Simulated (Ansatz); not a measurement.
A run for Ansatz (a first-principles code): R-BHLYP/def2-TZVPP on H2O (SMILES O).

Ansatz 0.2 input:
```yaml
crystal:
  periodic: [false, false, false]
  atoms:
    - {symbol: O, position_ang: [-0.00000000, 0.00000000, 0.38961139]}
    - {symbol: H, position_ang: [0.00000000, 0.76498632, -0.19485569]}
    - {symbol: H, position_ang: [0.00000000, -0.76498632, -0.19485569]}
basis:
  gaussian:
    orbitals: def2-TZVPP
hamiltonian:
  xc: {name: BHLYP}
scf: {lower_state_search: off}
```

Task: Predict the final total energy.

Result: -76.4230 hartree.
